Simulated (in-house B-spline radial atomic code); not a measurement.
A fraction x of an electron is removed from 3p in Ar⁴⁺, starting from [Ne] 3s2 3p2 and keeping the highest spin. Level of theory: non-relativistic BHandHLYP, spin-polarised, spherical fractional occupations, point nucleus; calculated with an all-electron radial atomic-structure program (B-spline basis).

Caution: exact exchange at fractional occupations of open shells leaves self-interaction of up to several eV.

```tsv
x	E(x) - E(0) (eV)	3p up level (eV)
0	0.0000	-68.212
0.12	8.2791	-69.774
0.2	13.9027	-70.819
0.37	26.1314	-73.050
0.43	30.5381	-73.841
0.5	35.7393	-74.766
0.54	38.7405	-75.296
0.74	54.0653	-77.955
0.86	63.5160	-79.558
0.99	73.9719	-81.302
1	74.7856	-81.436
```

The exact functional would give a straight line between the two integer points. Deviations E(x) - E(0) - x[E(1) - E(0)], in eV: -0.695 at x = 0.12, -1.054 at x = 0.2, -1.539 at x = 0.37, -1.62 at x = 0.43, -1.654 at x = 0.5, -1.644 at x = 0.54, -1.276 at x = 0.74, -0.8 at x = 0.86, -0.066 at x = 0.99.

The curve lies below the straight line by up to 1.654 eV (at x = 0.5): convex, the delocalisation error, to which spherically averaged exact exchange adds.

Task: How well does Slater's transition state (minus the level at half occupation) give the ionisation energy?

Result: It gives 74.766 eV against 74.786 eV from the two total energies; NIST lists 74.84 eV, ground level to ground level. The end point has an open shell averaged over its orbitals, so its exact exchange keeps a self-interaction and this is no true integer point.
